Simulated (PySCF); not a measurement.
**Shapes and spin states of HZr(OH)**

All numbers come from PBE0 in PySCF with Zr def2-TZVP with ECP28, H def2-TZVP, O def2-TZVP; scalar-relativistic core potentials, no spin–orbit coupling; density-fitted integrals.

Relaxations began from a few typed shapes and spin states; open shells are unrestricted. The search is not exhaustive: other isomers or separated fragments can lie lower, and high-lying points may rest on an excited occupation.

**Question.** Which is the lowest minimum found?
A. triplet Cs: O–H 0.956 Å, Zr–H 1.882 Å, Zr–O 1.910 Å; H–O–Zr 149.1°, H–Zr–O 123.9°
B. broken-symmetry Ms = 0 (⟨S²⟩ 0.90) Cs: O–H 0.957 Å, Zr–H 1.876 Å, Zr–O 1.912 Å; H–O–Zr 145.2°, H–Zr–O 130.1°
C. singlet (closed shell, unstable to spin polarisation) Cs: O–H 0.956 Å, Zr–H 1.836 Å, Zr–O 1.876 Å; H–O–Zr 149.6°, H–Zr–O 114.3°
D. broken-symmetry Ms = 0 (⟨S²⟩ 0.90) Cs: O–H 0.956 Å, Zr–H 1.867 Å, Zr–O 1.903 Å; H–O–Zr 147.7°, H–Zr–O 123.1°

**Answer.** A. The others lie at 12.5 (broken-symmetry Ms = 0 Cs), 18.1 (broken-symmetry Ms = 0 Cs), 51.1 (singlet Cs) kJ/mol above it.

For the lowest minimum: other spin states or occupations of the open shell can lie lower.

The electron or spin density has lower symmetry than the nuclear frame for the broken-symmetry Ms = 0 (⟨S²⟩ 0.90) Cs at 12.5 kJ/mol.
